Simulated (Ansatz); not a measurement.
The same molecule with X = Ti, Zr, Hf. Ansatz, PBE0-D4/def2-TZVP geometries, multiplicity 1. Each molecule was computed in one conformer, which needn't be the lowest.

Elements past krypton have def2 core potentials. Scalar relativity is left out up to krypton.

| X | molecule | mean X–F bond length / Å | mean X–S bond length / Å | HOMO–LUMO gap (PBE/def2-TZVPP) / eV | HOMO energy (B3LYP/def2-TZVPP) / eV | HOMO–LUMO gap (B3LYP/def2-TZVPP) / eV |
| --- | --- | --- | --- | --- | --- | --- |
| Ti | `[F][Ti]([SH])([SH])[SH]` | 1.751 | 2.266 | 2.92 | -7.66 | 4.49 |
| Zr | `[F][Zr]([SH])([SH])[SH]` | 1.893 | 2.425 | 3.72 | -7.60 | 5.23 |

Q: Give the row for X = Hf, `[F][Hf]([SH])([SH])[SH]`. (An estimate is asked.)

A: Ansatz gave: 
| X | molecule | mean X–F bond length / Å | mean X–S bond length / Å | HOMO–LUMO gap (PBE/def2-TZVPP) / eV | HOMO energy (B3LYP/def2-TZVPP) / eV | HOMO–LUMO gap (B3LYP/def2-TZVPP) / eV |
| --- | --- | --- | --- | --- | --- | --- |
| Hf | `[F][Hf]([SH])([SH])[SH]` | 1.894 | 2.427 | 4.10 | -7.60 | 5.65 |

From Ti to Hf the mean X–F bond length rises at each step, by 0.143 Å in all; the mean X–S bond length rises at each step, by 0.161 Å in all; the HOMO–LUMO gap (PBE/def2-TZVPP) rises at each step, by 1.18 eV in all; the HOMO energy (B3LYP/def2-TZVPP) isn't monotonic: highest at Zr, lowest at Ti; the HOMO–LUMO gap (B3LYP/def2-TZVPP) rises at each step, by 1.16 eV in all.

B3LYP here is the variant with VWN-RPA as its local correlation; programs differ in this.
